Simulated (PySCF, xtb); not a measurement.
B(Me)(SiH3)2 (CH₉BSi₂), SMILES CB([SiH3])[SiH3].

Geometry optimised at ωB97X-D3(BJ)/def2-SVP. This is a generated structure with no PubChem entry under its InChIKey; it may be hypothetical.

These are IEF-PCM-B3LYP/def2-SVP in PySCF 2.14.0 values and carry that method's errors.

The values are the electrostatic part of the solvation free energy, E(continuum) − E(gas) at the gas-phase geometry, in a cavity of scaled van der Waals radii (PySCF's table); cavitation and dispersion terms are not included. In vacuum the orbital gap is 4.89 eV. The dipole moment in vacuum is 1.37 D.

Computed values in water (ε = 78.36), N,N-dimethylformamide (ε = 37.22), cyclohexanone (ε = 15.62):
```tsv
solvent	ε	ΔG(elec) (kcal/mol)	dipole (D)	gap (eV)
water	78.36	-1.2	1.82	4.97
N,N-dimethylformamide	37.22	-1.2	1.81	4.97
cyclohexanone	15.62	-1.1	1.78	4.97
```

For comparison, GFN2-xTB/ALPB(water) (xtb, at the GFN2-xTB geometry, all terms of that model) gives -1.4 kcal/mol.
